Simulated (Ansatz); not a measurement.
CH6BNO2 can be A, `COB(N)O`, or B, `OBNCO`.

Calculated with Ansatz (gas phase, PBE0-D4/def2-TZVP geometries, no zero-point term in ΔE). CCSD(T)/CBS is the MP2 limit (def2-TZVPP, def2-QZVPP) plus CCSD(T) − MP2 in def2-TZVPP, frozen cores. This one scheme is used for every species. Functionals use def2-TZVPP. B3LYP here is the variant with VWN-RPA as its local correlation; programs differ in this. One conformer a species, not always the lowest.

Q: Which is lower in electronic energy at CCSD(T)/CBS, and by how much? (An estimate is asked.)

A: Ansatz gave: A, by 156.1 kJ/mol.

Q: Give E(B) − E(A) in kJ/mol with ωB97M-V, HF/def2-TZVPP, CCSD/def2-TZVPP, CCSD(T)/def2-TZVPP, B3LYP, PBE0-D4, B3LYP-D4. (Best estimate.)

A: Ansatz gave: ωB97M-V 156.2, HF/def2-TZVPP 166.4, CCSD/def2-TZVPP 157.2, CCSD(T)/def2-TZVPP 154.8, B3LYP 155.0, PBE0-D4 151.8, B3LYP-D4 156.4. None reverses the order clearly.

Largest T1 diagnostic: 0.012.

In def2-TZVPP, CCSD(T) changes the Hartree–Fock value by −11.6 kJ/mol (the triples alone add −2.4 kJ/mol) and MP2 by −9.6 kJ/mol. From PBE to PBE0 (25 % exact exchange), in def2-TZVPP and without D4, E(B) − E(A) moves by +6.3 kJ/mol.
